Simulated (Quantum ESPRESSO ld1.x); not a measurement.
The bismuth ion Bi2+, 81 electrons, occupied as [Xe] 4f12 5d10 6s2 6p3 (not the ground configuration).

Method: Dirac Kohn-Sham, relativistic LDA (MacDonald-Vosko exchange, VWN5 correlation), spin-unpolarised, spherical densities, point nucleus; open shells are shared between the two j in proportion to 2j + 1; computed with ld1.x of Quantum ESPRESSO 7.5.

Energy parts (hartree):
part                     energy
total                 -21510.21
kinetic                25062.59
electron-nucleus      -54356.01
Hartree                 8120.07
exchange-correlation    -336.87

Orbitals (lengths in bohr, moments of r in powers of bohr; <r^-3> diverges for s and p1/2):
orbital,occ.,eigenvalue (hartree),<r>,<1/r>,<r^-3>,<r^4>,small-component weight
1s1/2,2,-3304.35,0.01586,102.9,-,3.384e-07,9.99e-02
2s1/2,2,-595.821,0.06604,25.49,-,0.00004820,2.31e-02
2p1/2,2,-572.824,0.05412,25.41,-,0.00002833,2.32e-02
2p3/2,4,-488.790,0.06311,20.18,24170,0.00004616,2.03e-02
3s1/2,2,-145.875,0.1716,9.346,-,0.001733,7.79e-03
3p1/2,2,-135.443,0.1621,9.253,-,0.001496,7.74e-03
3p3/2,4,-116.606,0.1784,7.882,5740,0.002140,6.91e-03
3d3/2,4,-99.4695,0.1548,7.788,1012,0.001393,6.81e-03
3d5/2,6,-95.4554,0.1597,7.484,822.2,0.001550,6.59e-03
4s1/2,2,-35.1573,0.3763,4.003,-,0.03678,2.74e-03
4p1/2,2,-30.6116,0.3766,3.896,-,0.03840,2.65e-03
4p3/2,4,-25.8816,0.4104,3.420,1450,0.05372,2.33e-03
4d3/2,4,-18.4687,0.4120,3.237,234.6,0.05988,2.13e-03
4d5/2,6,-17.5721,0.4227,3.130,186.4,0.06603,2.05e-03
4f5/2,5.14286,-7.92816,0.4251,2.829,42.69,0.08551,1.72e-03
4f7/2,6.85714,-7.71494,0.4306,2.790,40.48,0.08988,1.69e-03
5s1/2,2,-7.22058,0.8115,1.723,-,0.7733,8.01e-04
5p1/2,2,-5.58315,0.8573,1.610,-,0.9963,7.18e-04
5p3/2,4,-4.58989,0.9394,1.432,301.4,1.441,6.12e-04
5d3/2,4,-2.23259,1.115,1.185,36.15,3.224,4.35e-04
5d5/2,6,-2.09735,1.149,1.144,28.15,3.654,4.12e-04
6s1/2,2,-1.33965,1.928,0.6745,-,25.15,1.58e-04
6p1/2,1,-0.94272,2.219,0.5792,-,45.70,1.18e-04
6p3/2,2,-0.81374,2.451,0.5176,38.56,67.52,9.68e-05

The highest occupied level is 6p3/2 at -22.143 eV. Summed over all electrons, <r^2> = 55.85 bohr^2, which gives a Langevin (diamagnetic) susceptibility term of -44.2 x 10^-6 cm^3/mol. The density falls to 0.001 e/bohr^3 at r = 4.07 bohr.
